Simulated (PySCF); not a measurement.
BH2Br, SMILES BBr.

Coordinates come from a B3LYP-D3(BJ)/def2-TZVP optimisation.

The numbers are results of B3LYP-D3(BJ)/def2-TZVP (PySCF), not measurements.

Frequencies are harmonic and unscaled.

Problem. Give all harmonic wavenumbers and intensities. (Estimate from the structure and the level; the computed values follow.)

Solution. 
```tsv
mode	ν (cm⁻¹)	IR (km/mol)	Raman (Å⁴/amu)	depolarisation	moving atoms (share of kinetic energy)
1	683	57.9	16.6	0.17	B 73 %, Br 14 %, H 14 %
2	818	3.6	1.3	0.75	H 85 %, B 14 %
3	974	24.2	0.0	–	H 76 %, B 24 %
4	1201	97.2	1.7	0.24	H 88 %, B 12 %
5	2630	93.5	135.9	0.08	H 96 %
6	2750	74.4	60.2	0.75	H 87 %, B 13 %
```
